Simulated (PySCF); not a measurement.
Bi(OH)(TeH)2 (BiH3OTe2), SMILES [OH][Bi]([TeH])[TeH].

The structure is a stationary point at PBE0-D3(BJ)/def2-SVP. The structure was generated by enumeration; whether it is a known compound was not checked. The def2 effective core potentials stand for the cores of Bi, Te; spin–orbit coupling is left out. One conformer was computed; it need not be the lowest.

Level of theory: PySCF with TDDFT-B3LYP/def2-SVPD.

Vertical excitations. 

Computed excitation energies, oscillator strengths and character:
```csv
state,energy (eV),λ (nm),f,main pairs
S1,3.00,413,0.001,HOMO→LUMO 98 %
S2,3.21,386,0.003,"HOMO−1→LUMO 79 %, HOMO→LUMO+1 20 %"
S3,3.38,367,0.006,"HOMO→LUMO+1 76 %, HOMO−1→LUMO 19 %"
S4,3.56,349,0.004,HOMO−1→LUMO+1 95 %
S5,3.99,310,0.004,HOMO→LUMO+2 88 %
S6,4.19,296,0.001,"HOMO−1→LUMO+2 81 %, HOMO−2→LUMO 13 %"
S7,4.35,285,0.014,"HOMO−2→LUMO 46 %, HOMO−3→LUMO 23 %, HOMO−2→LUMO+1 21 %"
S8,4.54,273,0.002,HOMO→LUMO+3 87 %
S9,4.55,273,0.029,"HOMO−3→LUMO+1 49 %, HOMO−3→LUMO 26 %, HOMO−2→LUMO 20 %"
S10,4.72,262,0.015,"HOMO−1→LUMO+3 58 %, HOMO→LUMO+4 34 %"
T1,2.72,456,0,HOMO→LUMO 88 %
T2,2.86,433,0,"HOMO−1→LUMO 56 %, HOMO→LUMO+1 36 %"
T3,3.20,387,0,"HOMO→LUMO+1 52 %, HOMO−1→LUMO 36 %"
T4,3.36,368,0,HOMO−1→LUMO+1 77 %
```
Triplets are in the Tamm–Dancoff approximation, which puts them higher than full response would, so one can lie above its singlet here.
